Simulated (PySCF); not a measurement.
Isomers of C5H7FOS.

All values: PBE0/def2-SVPD (PySCF) at GFN2-xTB geometries, gas phase, one conformer each. Core orbitals are frozen in the response; Δα² is half the sum of the squared differences of the principal polarisabilities.

Task: Rank by HOMO–LUMO gap, lowest first.
A. `[CH3:1][CH2:2][C:3](=[O:4])[C@@H:5]1[S:6][C@H:7]1[F:8]` with C1–C2–C3–O4 -2°, C2–C3–C5–S6 -113°
B. `[O:1]=[S@@:2]1[CH:3]=[CH:4][CH2:5][CH2:6][C@H:7]1[F:8]` with O1–S2–C3–C4 -87°, C3–C4–C5–C6 13°, C4–C5–C6–C7 -52°, C5–C6–C7–F8 -47°
C. `[CH3:1][C:2]1=[CH:3][CH2:4][C@@H:5]([F:6])[S@@:7]1=[O:8]` with C2–C3–C4–C5 -12°, C3–C4–C5–F6 -97°, C4–C5–S7–O8 88°, C1–C2–S7–C5 -171°
D. `[CH2:1]=[CH:2][CH2:3][O:4][C:5](=[S:6])[CH2:7][F:8]` with C1–C2–C3–O4 134°, C2–C3–O4–C5 179°, C3–O4–C5–S6 0°, O4–C5–C7–F8 7°
E. `[O:1]=[S@@:2]1[CH2:3][CH2:4][CH2:5][CH:6]=[C:7]1[F:8]` with O1–S2–C3–C4 -51°, S2–C3–C4–C5 -77°, C3–C4–C5–C6 49°, C4–C5–C6–C7 -10°

Result: D (5.28 eV), A (5.61 eV), B (5.97 eV), C (6.21 eV), E (6.37 eV).

Task: Rank by mean static polarisability, highest first.
A. `[CH2:1]=[CH:2][CH2:3][O:4][C:5](=[S:6])[CH2:7][F:8]` with C1–C2–C3–O4 134°, C2–C3–O4–C5 179°, C3–O4–C5–S6 0°, O4–C5–C7–F8 7°
B. `[CH3:1][CH2:2][C:3](=[O:4])[C@@H:5]1[S:6][C@H:7]1[F:8]` with C1–C2–C3–O4 -2°, C2–C3–C5–S6 -113°
C. `[CH3:1][O:2][CH2:3][S:4][C:5]1=[C:6]([F:7])[CH2:8]1` with C1–O2–C3–S4 -70°, O2–C3–S4–C5 -64°, C3–S4–C5–C6 -7°

Result: A (13.18 Å³), C (12.80 Å³), B (12.03 Å³).

All values together:

```json
{"SMILES": "O=[S@@]1C=CCC[C@H]1F", "μ (D)": "3.28", "HOMO (eV)": "-6.97", "LUMO (eV)": "-1.00", "α (Å³)": "11.87", "Δα (Å³)": "3.44"}
{"SMILES": "CCC(=O)[C@@H]1S[C@H]1F", "μ (D)": "2.68", "HOMO (eV)": "-7.23", "LUMO (eV)": "-1.63", "α (Å³)": "12.03", "Δα (Å³)": "3.44"}
{"SMILES": "C=CCOC(=S)CF", "μ (D)": "1.36", "HOMO (eV)": "-6.93", "LUMO (eV)": "-1.65", "α (Å³)": "13.18", "Δα (Å³)": "6.21"}
{"SMILES": "COCSC1=C(F)C1", "μ (D)": "1.85", "HOMO (eV)": "-6.27", "LUMO (eV)": "0.17", "α (Å³)": "12.80", "Δα (Å³)": "4.74"}
{"SMILES": "CC1=CC[C@@H](F)[S@@]1=O", "μ (D)": "3.56", "HOMO (eV)": "-6.94", "LUMO (eV)": "-0.74", "α (Å³)": "12.03", "Δα (Å³)": "3.71"}
{"SMILES": "O=[S@@]1CCCC=C1F", "μ (D)": "4.65", "HOMO (eV)": "-7.12", "LUMO (eV)": "-0.75", "α (Å³)": "11.86", "Δα (Å³)": "3.58"}
{"SMILES": "C=COC(=C)SCF", "μ (D)": "1.09", "HOMO (eV)": "-6.88", "LUMO (eV)": "-0.41", "α (Å³)": "13.01", "Δα (Å³)": "4.63"}
```

Conformers: `[O:1]=[S@@:2]1[CH:3]=[CH:4][CH2:5][CH2:6][C@H:7]1[F:8]` with O1–S2–C3–C4 -87°, C3–C4–C5–C6 13°, C4–C5–C6–C7 -52°, C5–C6–C7–F8 -47°; `[CH3:1][CH2:2][C:3](=[O:4])[C@@H:5]1[S:6][C@H:7]1[F:8]` with C1–C2–C3–O4 -2°, C2–C3–C5–S6 -113°; `[CH2:1]=[CH:2][CH2:3][O:4][C:5](=[S:6])[CH2:7][F:8]` with C1–C2–C3–O4 134°, C2–C3–O4–C5 179°, C3–O4–C5–S6 0°, O4–C5–C7–F8 7°; `[CH3:1][O:2][CH2:3][S:4][C:5]1=[C:6]([F:7])[CH2:8]1` with C1–O2–C3–S4 -70°, O2–C3–S4–C5 -64°, C3–S4–C5–C6 -7°; `[CH3:1][C:2]1=[CH:3][CH2:4][C@@H:5]([F:6])[S@@:7]1=[O:8]` with C2–C3–C4–C5 -12°, C3–C4–C5–F6 -97°, C4–C5–S7–O8 88°, C1–C2–S7–C5 -171°; `[O:1]=[S@@:2]1[CH2:3][CH2:4][CH2:5][CH:6]=[C:7]1[F:8]` with O1–S2–C3–C4 -51°, S2–C3–C4–C5 -77°, C3–C4–C5–C6 49°, C4–C5–C6–C7 -10°; `[CH2:1]=[CH:2][O:3][C:4](=[CH2:5])[S:6][CH2:7][F:8]` with C1–C2–O3–C4 -17°, C2–O3–C4–C5 136°, O3–C4–S6–C7 -137°, C4–S6–C7–F8 -83°.
